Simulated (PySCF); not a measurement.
A structure optimised at PBE0-D3(BJ)/def2-SVP, used in a PySCF frequency run:

```xyz
11

Si     0.1218     1.1501     0.0000
C     -0.6634    -0.5655     0.0000
C      0.3430    -1.7128     0.0000
H     -0.9291     2.2151     0.0000
H      0.9827     1.3328    -1.2113
H      0.9827     1.3328     1.2113
H     -1.3267    -0.6302     0.8800
H     -1.3267    -0.6302    -0.8800
H      0.9963    -1.6791    -0.8865
H      0.9963    -1.6791     0.8865
H     -0.1581    -2.6937     0.0000
```

Task: Write its SMILES, formula and point group.

Result: CC[SiH3], C2H8Si, Cs

Task: What are its rotational constants (standard atomic weights)?

Result: 23.394, 4.8335, 4.4349 GHz
